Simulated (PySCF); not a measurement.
**Substituent chemical shifts**

Parent skeleton `[CH3:1][CH:2]=[CH:3][SiH2:4][Cl:5]`; one hydrogen on atom 1 is replaced by X. Hydrogens on one atom are averaged.

Theoretical values (PySCF 2.14): GFN2-xTB structure, GIAO PBE0/pcSseg-1 shieldings. Non-relativistic, gas phase, equivalent nuclei averaged, a single conformation.

Referencing at the same level of theory: ¹³C (σref 186.93), ²⁹Si (σref 349.16), ¹H (σref 31.72) vs TMS; HCl for ³⁵Cl (σref 949.78).

Parent (X = H): C1 24.5, C2 161.0, C3 127.7, Si4 -33.2, Cl5 -44.8, H(C1) 2.11, H(C2) 7.07, H(C3) 5.92, H(Si4) 5.31 ppm. Effects are Δδ = δ(X) − δ(H), positive for deshielding.

Known members:
```
   X     C1     C2     C3   Si4    Cl5  H(C1)  H(C2)  H(C3)  H(Si4)
   F  +65.4   -9.6   +4.4  +4.7   +3.6  +3.35  -0.60  +0.17   +0.16
 cPr  +23.6   +1.9   -2.3  +7.9  -41.4  +0.01  -0.18  -0.16   +0.04
OCHO  +42.8  -15.7  +19.5  -1.4  -20.6  +2.66  -0.46  +0.59   +0.20
```

Four more derivatives gave (Δδ, ppm):
| compound | C1 | C2 | C3 | Si4 | Cl5 | H(C1) | H(C2) | H(C3) | H(Si4) |
| --- | --- | --- | --- | --- | --- | --- | --- | --- | --- |
| 1 | +20.6 | +0.3 | +2.9 | +11.1 | -11.8 | +0.11 | -0.58 | +0.02 | -0.02 |
| 2 | -0.7 | -12.6 | +11.5 | +4.2 | -31.8 | +0.73 | -0.42 | +0.20 | +0.28 |
| 3 | +24.3 | -9.5 | +11.3 | +11.9 | -8.6 | +0.63 | -0.59 | +0.30 | -0.03 |
| 4 | +29.3 | -3.2 | +5.0 | +0.2 | +10.5 | +0.94 | -0.26 | +0.28 | +0.04 |

**Question.** Their substituents are CH=NH, CHF2, CN, nPr. Which is which?

**Answer.** 1: X = nPr (CCCC/C=C/[SiH2]Cl); 2: X = CN (N#CC/C=C\[SiH2]Cl); 3: X = CHF2 (FC(F)C/C=C/[SiH2]Cl); 4: X = CH=NH ([H]/N=C\C/C=C\[SiH2]Cl).
